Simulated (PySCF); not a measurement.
aminosilylcyclopropane (C3H9NSi), SMILES C1CC1[SiH2]N.

The structure is a stationary point at B3LYP-D3(BJ)/def2-SVP. The values are those of a single conformer.

Two levels are set side by side: PBE/def2-TZVP (PySCF) and M06-2X/def2-TZVP (PySCF). Same geometry, gas phase. Differences are taken from unrounded values.

| quantity | M06-2X |
|---|---|
| orbital gap (eV) | 9.68 |
| highest occupied level (eV) | -8.45 |
| lowest empty level (eV) | 1.23 |
| dipole moment (D) | 1.54 |
| mean polarisability (bohr³) | 67.0 |

Q: What does PBE give, and how far is it from M06-2X? (The exact figures need the calculation; the answer reports its results.)

A: 
```csv
quantity,PBE,PBE minus M06-2X
orbital gap (eV),5.52,-4.16
highest occupied level (eV),-5.75,2.71
lowest empty level (eV),-0.23,-1.46
dipole moment (D),1.63,0.09
mean polarisability (bohr³),70.2,3.2
```

PBE's occupied levels lie high since its potential decays too fast outside the molecule; exact exchange lowers them and widens the gap. Loosely held outer electrons make PBE densities more polarisable. Differences between two approximate levels are no errors against the true value.

Rough cost on one machine, each run with all the roots and properties that it gave: M06-2X against PBE about 4 times.
